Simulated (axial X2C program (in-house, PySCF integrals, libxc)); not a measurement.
Se₂: from the spin-free to the two-component result

Computed with an axial X2C code built on PySCF integrals. Spin-free means the one-electron spin-free X2C Hamiltonian; two-component (2c) means X2C with spin–orbit coupling and atomic mean-field two-electron Coulomb and Gaunt terms, so the difference of the two also holds small scalar two-electron terms. Basis: Se dyall-cv3z [8s9p6d4f1g] (cores contracted in-house); Gaussian nuclei, density fitting, unrestricted open shells. Masses: Se 79.917 u.

Spin-free state: M_S = 1, Λ = 0 (beyond evenly filled blocks: π+α, π-α); fragments Se + Se.

```csv
level,Re (Å),ωe (cm⁻¹),De (eV)
PBE0,2.159,402.4,3.682
PW91,2.192,372.9,4.109
```

Two-component determinant lowest at the distance of the search:

Ω = 1 (⟨Sz⟩ = 1.00, ⟨Lz⟩ = 0.00 at PBE0); fragments Se + Se.

```csv
level,Re (Å),ωe (cm⁻¹),De (eV)
PBE0,2.161,400.8,3.568
PW91,2.194,371.5,3.991
```

(1) From the two tables, how do the constants change at the PBE0 level (2c against spin-free)?

Occupations by symmetry block were frozen at the best pattern of an incomplete PBE0 search. Dissociation energies refer to the lowest single-determinant-based atoms at the same level and basis. Density functionals use the spin component along the axis (collinear). PBE0 can misorder states that lie within some tenths of an eV, so this need not be the ground state of the molecule. The nearest other spin-free determinant of the search, M_S = 0, Λ = 2, lies 0.62 eV up at the distance of the search. Without a current term, density functionals place determinants with orbital angular momentum somewhat too high. With several unpaired electrons one determinant need not be a pure state. Open-shell Ω = 0 determinants with evenly filled partner blocks cannot be reached by this program, so the Ω shown need not be the lowest component. This is the Ω = 1 component of a π² triplet; the 0⁺ component is not one determinant and can lie lowest.

Answers

(1) At the PBE0 level Re rises by 0.002 Å and ωe decreases by 1.6 cm⁻¹; De changes by -0.114 eV.
